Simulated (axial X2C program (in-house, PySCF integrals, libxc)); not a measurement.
# Outer orbitals of TaO at 1.679 Å, B97-3

Calculated with an in-house all-electron X2C program for linear molecules (integrals from PySCF). Spin-free means the one-electron spin-free X2C Hamiltonian; two-component (2c) means X2C with spin–orbit coupling and atomic mean-field two-electron Coulomb and Gaunt terms, so the difference of the two also holds small scalar two-electron terms. Basis: Ta dyall-cv3z [13s14p9d7f4g], O dyall-av3z [7s6p3d2f] (cores contracted in-house); Gaussian nuclei, density fitting, unrestricted open shells. Masses: Ta 180.948 u, O 15.995 u.

The distance is close to the 2c PBE0 minimum; the highest filled and lowest empty levels are listed.

Spin-free orbitals, state M_S = 1/2, Λ = 2 (beyond evenly filled blocks: δ+α) (Löwdin shares):

```json
{"symmetry": "φ+α", "occupied": "yes", "ε (eV)": "-30.33", "atomic character": "100% Ta f"}
{"symmetry": "σα", "occupied": "yes", "ε (eV)": "-30.28", "atomic character": "98% Ta f"}
{"symmetry": "δ+α", "occupied": "yes", "ε (eV)": "-30.24", "atomic character": "100% Ta f"}
{"symmetry": "σβ", "occupied": "yes", "ε (eV)": "-30.22", "atomic character": "98% Ta f"}
{"symmetry": "φ-α", "occupied": "yes", "ε (eV)": "-30.22", "atomic character": "100% Ta f"}
{"symmetry": "δ-α", "occupied": "yes", "ε (eV)": "-30.20", "atomic character": "100% Ta f"}
{"symmetry": "π+α", "occupied": "yes", "ε (eV)": "-30.19", "atomic character": "100% Ta f"}
{"symmetry": "π-α", "occupied": "yes", "ε (eV)": "-30.17", "atomic character": "100% Ta f"}
{"symmetry": "δ+β", "occupied": "yes", "ε (eV)": "-30.15", "atomic character": "100% Ta f"}
{"symmetry": "δ-β", "occupied": "yes", "ε (eV)": "-30.15", "atomic character": "100% Ta f"}
{"symmetry": "φ+β", "occupied": "yes", "ε (eV)": "-30.12", "atomic character": "100% Ta f"}
{"symmetry": "φ-β", "occupied": "yes", "ε (eV)": "-30.12", "atomic character": "100% Ta f"}
{"symmetry": "π-β", "occupied": "yes", "ε (eV)": "-30.12", "atomic character": "100% Ta f"}
{"symmetry": "π+β", "occupied": "yes", "ε (eV)": "-30.12", "atomic character": "100% Ta f"}
{"symmetry": "σβ", "occupied": "yes", "ε (eV)": "-25.58", "atomic character": "66% O s, 12% Ta d, 8% Ta p"}
{"symmetry": "σα", "occupied": "yes", "ε (eV)": "-25.45", "atomic character": "66% O s, 12% Ta d, 8% Ta p"}
{"symmetry": "σβ", "occupied": "yes", "ε (eV)": "-10.70", "atomic character": "70% O p, 19% Ta d, 4% O s"}
{"symmetry": "σα", "occupied": "yes", "ε (eV)": "-10.69", "atomic character": "69% O p, 21% Ta d, 4% O s"}
{"symmetry": "π-β", "occupied": "yes", "ε (eV)": "-10.46", "atomic character": "71% O p, 21% Ta d, 3% Ta f"}
{"symmetry": "π+β", "occupied": "yes", "ε (eV)": "-10.46", "atomic character": "71% O p, 21% Ta d, 3% Ta f"}
{"symmetry": "π+α", "occupied": "yes", "ε (eV)": "-10.43", "atomic character": "68% O p, 24% Ta d, 3% Ta f"}
{"symmetry": "π-α", "occupied": "yes", "ε (eV)": "-10.41", "atomic character": "69% O p, 24% Ta d, 3% Ta f"}
{"symmetry": "σα", "occupied": "yes", "ε (eV)": "-6.37", "atomic character": "61% Ta s, 15% Ta d, 11% O p"}
{"symmetry": "δ+α", "occupied": "yes", "ε (eV)": "-6.08", "atomic character": "97% Ta d"}
{"symmetry": "σβ", "occupied": "yes", "ε (eV)": "-5.74", "atomic character": "63% Ta s, 11% Ta d, 10% O p"}
{"symmetry": "δ-α", "occupied": "no", "ε (eV)": "-3.00", "atomic character": "97% Ta d"}
{"symmetry": "δ+β", "occupied": "no", "ε (eV)": "-2.19", "atomic character": "97% Ta d"}
{"symmetry": "δ-β", "occupied": "no", "ε (eV)": "-2.19", "atomic character": "97% Ta d"}
{"symmetry": "π+α", "occupied": "no", "ε (eV)": "-1.96", "atomic character": "44% Ta p, 42% Ta d, 10% O p"}
```

Spinors with spin–orbit coupling (state Ω = 3/2):

| ω | occupied | ε (eV) | atomic character | λ mixture |
| --- | --- | --- | --- | --- |
| -1/2 | yes | -29.40 | 98% Ta f | 53% σ, 47% π |
| 1/2 | yes | -29.40 | 98% Ta f | 57% σ, 43% π |
| -7/2 | yes | -29.40 | 100% Ta f | 100% φ |
| -5/2 | yes | -29.37 | 100% Ta f | 85% δ, 15% φ |
| -3/2 | yes | -29.35 | 100% Ta f | 71% π, 29% δ |
| 5/2 | yes | -29.34 | 100% Ta f | 88% δ, 12% φ |
| 3/2 | yes | -29.33 | 100% Ta f | 74% π, 26% δ |
| 7/2 | yes | -29.30 | 100% Ta f | 100% φ |
| 1/2 | yes | -25.51 | 65% O s, 12% Ta d, 9% Ta p | 100% σ |
| -1/2 | yes | -25.37 | 65% O s, 12% Ta d, 9% Ta p | 100% σ |
| 1/2 | yes | -10.70 | 70% O p, 20% Ta d, 3% O s | 89% σ, 11% π |
| -1/2 | yes | -10.70 | 68% O p, 21% Ta d, 4% O s | 85% σ, 15% π |
| -1/2 | yes | -10.45 | 71% O p, 21% Ta d, 3% Ta f | 86% π, 14% σ |
| 1/2 | yes | -10.42 | 68% O p, 23% Ta d, 3% Ta f | 89% π, 11% σ |
| 3/2 | yes | -10.41 | 71% O p, 21% Ta d, 3% Ta f | 100% π |
| -3/2 | yes | -10.35 | 69% O p, 24% Ta d, 3% Ta f | 100% π |
| -1/2 | yes | -6.34 | 61% Ta s, 15% Ta d, 12% O p | 100% σ |
| 3/2 | yes | -6.31 | 97% Ta d | 99% δ, 1% π |
| 1/2 | yes | -5.73 | 63% Ta s, 11% Ta d, 10% O p | 100% σ |
| -5/2 | no | -2.77 | 97% Ta d | 100% δ |
| -3/2 | no | -2.39 | 95% Ta d | 96% δ, 4% π |
| 1/2 | no | -2.17 | 45% Ta p, 42% Ta d, 10% O p | 94% π, 6% σ |
| 5/2 | no | -1.97 | 97% Ta d, 2% O d | 100% δ |

(1) How does the gap between the highest filled and lowest empty level change from the spin-free to the 2c table?

Mulliken charges and populations of the two-component result (they depend on the basis, above all on diffuse functions):

Ta 0.51 e (s 11.78 p 24.07 d 22.58 f 14.05 g 0.01), O -0.51 e (s 3.91 p 4.53 d 0.05 f 0.01). ⟨Lz⟩ = 1.99 ħ and ⟨Sz⟩ = -0.49 ħ (-0.52 and 0.03 on the two atoms), which add up to Ω.

The state is one determinant whose occupation by symmetry is held fixed; it was picked as the lowest of a PBE0 search that is not exhaustive. Density functionals use the spin component along the axis (collinear). PBE0 can misorder states that lie within some tenths of an eV, so this need not be the ground state of the molecule. The nearest other spin-free determinant of the search, M_S = 3/2, Λ = 0, lies 0.08 eV up at the distance of the search. The functionals have no current-density term, which raises determinants with orbital currents, atoms included.

Results:

(1) From 2.74 to 2.96 eV at B97-3, a change of 0.22 eV.
